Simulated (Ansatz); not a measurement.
H7NSi2, triplet, at the geometry of the source list (a higher spin typed on purpose: for a closed-shell molecule this is an excited state). Base run: PBE0/cc-pVDZ (Ansatz, a quantum-chemistry and plane-wave program).

Input for Ansatz:
Ansatz 0.2 input:
```yaml
crystal:
  periodic: [false, false, false]
  atoms:
    - {symbol: Si, position_ang: [1.50560000, -0.27340000, 0.36250000]}
    - {symbol: N, position_ang: [0.07130000, -0.10200000, -0.59140000]}
    - {symbol: Si, position_ang: [-1.52270000, 0.37580000, -0.11470000]}
    - {symbol: H, position_ang: [2.59990000, -0.41860000, -0.59790000]}
    - {symbol: H, position_ang: [1.62810000, 0.93790000, 1.16900000]}
    - {symbol: H, position_ang: [1.44940000, -1.45020000, 1.23920000]}
    - {symbol: H, position_ang: [0.10060000, -0.60610000, -1.46300000]}
    - {symbol: H, position_ang: [-2.20310000, -0.66720000, 0.66350000]}
    - {symbol: H, position_ang: [-2.24770000, 0.62060000, -1.36190000]}
    - {symbol: H, position_ang: [-1.38140000, 1.58310000, 0.69470000]}
basis:
  gaussian:
    orbitals: cc-pVDZ
hamiltonian:
  xc: pbe0
magnetization: {spin_polarized: true, initial_magnetization: 2}
```

Variants of this job, named by their change:

```tsv
change	ΔE vs base (mEh)
base	0.000
point_charge = charge:0.5 position_ang:-3.394, 4.4568, -1.0545	-2.326
fitting.mean_field = cc-pVTZ-JKFIT	-0.012
final_grid = 6, 12, 29	-0.010
point_charge = charge:1.0 position_ang:3.3005, -4.1658, -2.0609	-2.780
point_charge = charge:-1.0 position_ang:-2.1834, -4.1475, -3.2444	-6.415
accuracy = high	0.000
final_grid = 4, 8, 17	-0.116
lower_state_search = off	0.000
forces = on	0.000
nuclear_model = gaussian	0.353
```
